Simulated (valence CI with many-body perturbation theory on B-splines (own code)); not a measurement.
Basis-set convergence for Sn28+

Calculated by configuration interaction combined with many-body perturbation theory (CI+MBPT): four valence electrons over a frozen Dirac-Fock core [Ar], a basis of 7 s, 7 p, 8 d, 6 f, 4 g, 1 h functions for each j, with the one-electron correlation potential Σ1, the two-electron term Σ2, the three-electron term Σ3, Breit, model QED; selected CI, second order for the rest, scaled by the run's own slope (own B-spline code, finite nucleus).

No measured spectrum was set against this ion. As an estimate, large intervals hold to a few tenths of a per cent, small ones and those within an open d or f shell to about a per cent. Only levels of the ground parity were solved; by the run's estimate the other parity begins above the list, which can be wrong where configurations are misplaced.

The reference run has the lowest level (3d3/2^4) J=0 and an ionisation energy of 1595.89 eV. Its largest variational space holds 17818 state functions.

Levels are named by their leading jj configuration (3d3/2^4 stands for four electrons in 3d with j = 3/2), which in mixed levels can hold well under half, so a name can repeat and another be missing. Letters in brackets count levels of one name in rising energy.

Changed runs:
A. basis 6 s, 6 p, 5 d, 5 f, 1 g
B. basis 5 s, 5 p, 4 d, 4 f

Excitation energies of the reference run in cm⁻¹, and shifts in cm⁻¹:

```
                    Level  Reference      A      B
      (3d3/2^3 3d5/2) J=1      45935   -185   -336
(3d3/2^2 3d5/2^2) J=2 [a]      77782   -227   -382
(3d3/2^2 3d5/2^2) J=3 [a]      97769   -184   -263
      (3d3/2^3 3d5/2) J=4     102001    -15   +113
(3d3/2^2 3d5/2^2) J=0 [a]     144071    +18    +63
(3d3/2^2 3d5/2^2) J=4 [a]     153227    -31   +187
(3d3/2^2 3d5/2^2) J=3 [b]     175104    +81   +520
(3d3/2^2 3d5/2^2) J=2 [b]     178369   +195   +762
    (3d3/2^2 3d5/2^2) J=5     187199    +64   +541
    (3d3/2^2 3d5/2^2) J=1     191811   +120   +515
    (3d3/2^2 3d5/2^2) J=6     200284   +116   +694
(3d3/2^2 3d5/2^2) J=4 [b]     218211   +158   +698
   Ionisation energy (eV)    1595.89  -0.09  -0.14
```
